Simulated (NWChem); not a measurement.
System: GeH₃F; SMILES [F][GeH3]

Computed with NWChem. Pople sets run with spherical d functions. STO-3G and 3-21G are far too small for this property and stand as cheap habits. Coordinates come from a PBE0/def2-SVP optimisation. Field at 589 nm.

| level | isotropic polarisability (bohr³) | anisotropy (bohr³) | relative time |
|---|---|---|---|
| B3LYP/STO-3G | 12.3 | 1.1 | 1 |
| B3LYP/6-31G* | 24.9 | 3.3 | 6 |
| B3LYP/def2-SVP | 27.1 | 5.0 | 4 |
| B3LYP/def2-SVPD | 33.3 | 2.6 | 10 |
| B3LYP/aug-cc-pVDZ | 33.6 | 2.5 | 60 |
| B3LYP/def2-TZVPD | 33.7 | 2.6 | 30 |

Times are rough ratios from one shared machine.
